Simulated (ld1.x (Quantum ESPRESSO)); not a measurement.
**Pseudopotential generation for Sb (Z = 51): TM, LDA (PZ), non-relativistic.**

* Element: Sb
* Generator: ld1.x (Quantum ESPRESSO) 7.5
* Type: norm-conserving Troullier–Martins (Kleinman–Bylander form)
* Functional: LDA (PZ)
* Relativity: non-relativistic
* Frozen core: [Kr]
* Valence charge: 15
* Reference configuration: 4d10 5s2 5p2 (charge +1)
* Partial waves: 5s (bound): rc 1.70 bohr; 5p (bound): rc 1.75 bohr; 4f channel at -0.1 Ry: rc 1.45 bohr; 4d (bound): rc 0.95 bohr
* Local potential: the d channel
* Core correction: Bessel-smoothed model core inside 0.60 bohr

All-electron outer shells of the reference configuration (LDA (PZ), non-relativistic, ld1.x):

```tsv
shell	level (eV)	outermost node (bohr)	outermost maximum (bohr)
4p	-107.73	0.40	0.77
4d	-43.78	0.38	0.84
5s	-19.87	0.98	1.95
5p	-12.25	1.05	2.27
```

Calculated quality:

```json
{
  "Cutoffs needed": "120 Ry and 160 Ry (the cutoffs (Ry, on a coarse ladder) from which the occupation-weighted sum of valence levels, in a spherical-Bessel basis at the reference potential, stays within 10 and 1 mRy of its value at 400 Ry)",
  "Ghost test": "ghost states, extra bound levels that the all-electron valence spectrum of the same l lacks: s at -226.4 eV, p at -77.1 eV; a true bound ghost makes a file unfit for plane-wave use (spherical-Bessel basis up to 400 Ry, 20 bohr box)",
  "Largest excitation error": "-286 meV (all-electron minus pseudo) for 4d9 5s2 5p4, out of 7 test configurations"
}
```

Generation and tests took about 2.6 s on one core of a shared server CPU.
